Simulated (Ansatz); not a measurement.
Geometry optimisation, RKS PBE-D4/def2-SVP in Ansatz 0.2.0.

input.yaml

```yaml
crystal:
  periodic: [false, false, false]
  atoms:
    - { symbol: C, position_ang: [0.1335, 1.315, -0.5605] }
    - { symbol: O, position_ang: [1.2285, 0.6359, -0.2464] }
    - { symbol: Mg, position_ang: [0.5137, -1.1003, 0.4528] }
    - { symbol: O, position_ang: [-0.0667, -2.8308, 1.175] }
    - { symbol: H, position_ang: [0.3767, 2.343, -0.9975] }
    - { symbol: H, position_ang: [-0.535, 1.5175, 0.3356] }
    - { symbol: H, position_ang: [-0.4711, 0.8053, -1.3307] }
    - { symbol: H, position_ang: [-1.0875, -2.7427, 1.1159] }
basis:
  gaussian: { orbitals: def2-SVP }
hamiltonian:
  xc: pbe
  dispersion: d4
relax:
  f_tol: 0.015
  max_steps: 40
```

Run as:

```bash
$ ansatz run input.yaml --threads 1 --pin off --max-ram 2048MiB --backend cpu --events-out ev --progress --plain --runs-dir out
```

Q: Where does it end, and by what steps?

A: The run converged. The force dipped under the threshold on the way, but the program's further checks kept it going. After 12 steps the energy has fallen by 0.969 eV; H8 moved furthest, 1.26 Å.

| step | energy less start (eV) | largest force component (eV/Å) | accepted |
| --- | --- | --- | --- |
| 0 | 0.0000 | 3.379 | yes |
| 1 | -0.4984 | 1.419 | yes |
| 2 | -0.7017 | 0.893 | yes |
| 3 | -0.8067 | 0.425 | yes |
| 4 | -0.8695 | 0.229 | yes |
| 5 | -0.9163 | 0.150 | yes |
| 6 | -0.9479 | 0.111 | yes |
| 7 | -0.9496 | 0.635 | yes |
| 8 | -0.9677 | 0.019 | yes |
| 9 | -0.9686 | 0.014 | yes |
| 10 | -0.9687 | 0.031 | yes |
| 11 | -0.9687 | 0.027 | no |
| 12 | -0.9688 | 0.004 | yes |

```xyz
8
Properties=species:S:1:pos:R:3
C 0.066 1.606 -0.684
O 0.039 0.331 -0.149
Mg 0.028 -1.312 0.542
O 0.138 -2.965 1.239
H 1.108 1.992 -0.810
H -0.472 2.347 -0.042
H -0.414 1.652 -1.693
H -0.400 -3.707 1.540
```

Whether the end is a true minimum wasn't checked by a vibrational analysis.

Run time: 46 s on 1 thread of AMD EPYC (Zen 3), on a shared host, peak memory 0.15 GiB.
